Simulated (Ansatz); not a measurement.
A run on C$_{2}$H$_{4}$FGaO with other settings.

```yaml
crystal:
  periodic: [false, false, false]
  atoms:
    - {symbol: O, position_ang: [-0.780480, 1.211870, 0.499095]}
    - {symbol: C, position_ang: [0.320001, 0.567784, 0.152489]}
    - {symbol: Ga, position_ang: [-0.559464, -2.109854, -0.086950]}
    - {symbol: C, position_ang: [0.569124, 0.288810, -1.013849]}
    - {symbol: F, position_ang: [-0.078766, 0.352808, -2.159133]}
    - {symbol: H, position_ang: [-1.165780, 0.897198, 1.376993]}
    - {symbol: H, position_ang: [1.015860, 0.250818, 1.086269]}
    - {symbol: H, position_ang: [-0.783097, -1.376445, 1.442055]}
    - {symbol: H, position_ang: [1.673304, -0.036258, -1.230580]}
basis:
  gaussian: {orbitals: 6-31G, nuclear_model: gaussian}
hamiltonian: {xc: {name: r2SCANh}}
output: {forces: true}
```

```sh
$ ansatz run in.yaml --threads 4 --pin off --events-out ev --progress --plain --max-ram 10444MiB
```

Shortened log:

```
Functional definition: r2SCANh
782 factors; integrals over basis functions are off by at most 4.0e-4 eV
mean field evaluation 1: about -59257.6003 eV, gradient 4.1e1 eV
mean field evaluation 2: about -59253.0011 eV, gradient 6.2e1 eV
mean field evaluation 4: about -59261.0161 eV, gradient 3.1e0 eV
mean field evaluation 8: about -59261.0703 eV, gradient 3.2e-1 eV
mean field evaluation 16: about -59261.0706 eV, gradient 7.9e-5 eV
mean field -59261.07057466 eV, -2177.8041750224 hartree, gradient 1.9e-5 eV, S^2 0.000000; 0 other end points of the search recorded, 0 dependent functions left out
reference -59261.07058583 eV, -2177.8041754329 hartree; 32, 32 occupied and 41, 41 virtual orbitals, 782 factors
Total energy: -59261.07058583 eV, -2177.8041754329 hartree
Atom 0 at    -0.780480     1.211870     0.499095 Å, force    -3.286353     0.981574     2.185950 eV/Å
Atom 1 at     0.320001     0.567784     0.152489 Å, force     0.005509     0.576110    10.755916 eV/Å
Atom 2 at    -0.559464    -2.109854    -0.086950 Å, force     0.060860     0.036585    -0.082855 eV/Å
Atom 3 at     0.569124     0.288810    -1.013849 Å, force     8.276542    -4.241373    -7.476908 eV/Å
Atom 4 at    -0.078766     0.352808    -2.159133 Å, force    -2.233761     0.918206    -1.868283 eV/Å
Atom 5 at    -1.165780     0.897198     1.376993 Å, force     0.572733     0.405307    -1.238592 eV/Å
Atom 6 at     1.015860     0.250818     1.086269 Å, force    -1.142353     0.948507    -2.784342 eV/Å
Atom 7 at    -0.783097    -1.376445     1.442055 Å, force    -0.081207     0.048067     0.102088 eV/Å
Atom 8 at     1.673304    -0.036258    -1.230580 Å, force    -2.171969     0.327016     0.407027 eV/Å
Dipole moment:     0.279640     0.012147     0.483341 e Å
```

Run time 1.4 s (4 threads of an Intel Xeon 6975P-C on a shared host); peak host memory 0.47 GiB.
